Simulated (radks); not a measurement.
Task: Fe, configuration [Ar] 3d3 4s2 4p3 (not the ground configuration). Calculated with a radial shooting solver on a logarithmic mesh with Libxc functionals: non-relativistic Kohn-Sham, TPSS, spin-polarised, spherical densities, point nucleus; open shells are filled with parallel spins first; meta-GGA in the generalised Kohn-Sham scheme. Some entries of the table are withheld. Estimate them.

orbital  occ.  eigenvalue (hartree)  <1/r> (bohr^-1)
1s up       1             -256.2865            25.52
1s down     1             -256.2817            25.53
2s up       1             -30.85702            5.466
2s down     1             -30.78672            5.474
2p up       3             -26.71528            5.410
2p down     3             -26.65665            5.417
3s up       1              -4.38374            1.777
3s down     1              -4.22093            1.767
3p up       3                   (1)            1.668
3p down     3                   (2)            1.656
3d up       3              -1.14588            1.415
3d down     0              -0.98001            1.399
4s up       1              -0.44912           0.5537
4s down     1              -0.33715           0.5365
4p up       3                   (3)              (4)
4p down     0                   (5)              (6)

Result: 
(1) 3p up eigenvalue (hartree): -3.14969
(2) 3p down eigenvalue (hartree): -2.98576
(3) 4p up eigenvalue (hartree): -0.21121
(4) 4p up <1/r> (bohr^-1): 0.4580
(5) 4p down eigenvalue (hartree): -0.11864
(6) 4p down <1/r> (bohr^-1): 0.4170
